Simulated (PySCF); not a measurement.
FH2MoNO2, multiplicity 1. Atoms are numbered in the order given.

```xyz
7

Mo     0.0526     0.0402     0.0000
O      1.0040     0.2057     1.3968
O      1.0040     0.2057    -1.3968
F     -1.3138     1.3131     0.0000
N     -0.6903    -1.7399     0.0000
H     -0.8074    -2.3080     0.8463
H     -0.8074    -2.3080    -0.8463
```
Charge 0, spin multiplicity 1.

The structure is a stationary point at PBE-D3(BJ)/def2-SVP. The spin state was assumed, not searched. The structure was generated by enumeration; whether it is a known compound was not checked. The def2 effective core potentials stand for the cores of Mo; spin–orbit coupling is left out. One conformer was computed; it need not be the lowest.

Level of theory: PBE-D3(BJ)/def2-SVP (PySCF 2.14.0).

Frequencies are harmonic and unscaled.

Problem. Estimate the vibrational spectrum. (The exact figures need the calculation; the answer reports its results.)

Solution. 
| mode | ν (cm⁻¹) | IR (km/mol) | moving atoms (share of kinetic energy) |
|---|---|---|---|
| 1 | 194 | 1.1 | F 41 %, N 35 %, H 11 %, Mo 10 % |
| 2 | 208 | 3.2 | O 41 %, F 40 %, H 10 % |
| 3 | 225 | 0.0 | O 37 %, N 28 %, H 18 %, Mo 13 % |
| 4 | 251 | 16.1 | O 59 %, Mo 18 %, F 13 % |
| 5 | 323 | 0.1 | O 86 %, Mo 9 % |
| 6 | 373 | 1.7 | H 89 %, O 9 % |
| 7 | 486 | 178.0 | H 76 %, N 22 % |
| 8 | 635 | 7.7 | H 80 %, N 18 % |
| 9 | 682 | 89.0 | F 74 %, Mo 14 %, N 8 % |
| 10 | 718 | 90.1 | N 62 %, Mo 20 %, H 12 % |
| 11 | 996 | 180.8 | O 79 %, Mo 20 % |
| 12 | 1006 | 69.4 | O 89 %, Mo 11 % |
| 13 | 1451 | 30.6 | H 89 %, N 11 % |
| 14 | 3461 | 114.8 | H 96 % |
| 15 | 3564 | 57.0 | H 91 %, N 9 % |
